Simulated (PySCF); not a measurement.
Vertical excitations of a molecule C4H5ClSi from TDDFT-PBE/def2-SVPD run with PySCF 2.14.0, as energy in eV (oscillator strength): 5.06 (0.000), 5.30 (0.012), 5.34 (0.000), 5.39 (0.016), 5.72 (0.001), 5.80 (0.000), 5.82 (0.042), 5.98 (0.101), 6.03 (0.001), 6.23 (0.018). Lowest triplet (TDA): 3.89 eV. Geometry optimised at PBE-D3(BJ)/def2-SVP. One conformer was computed; it need not be the lowest.

Task: Identify the compound among the candidates.
A) C#C/C([SiH3])=C\Cl
B) C#C[SiH2]C(=C)Cl
C) ClC1=C[SiH2]C=C1
D) C#C[SiH2]/C=C/Cl

Result: B, C#C[SiH2]C(=C)Cl
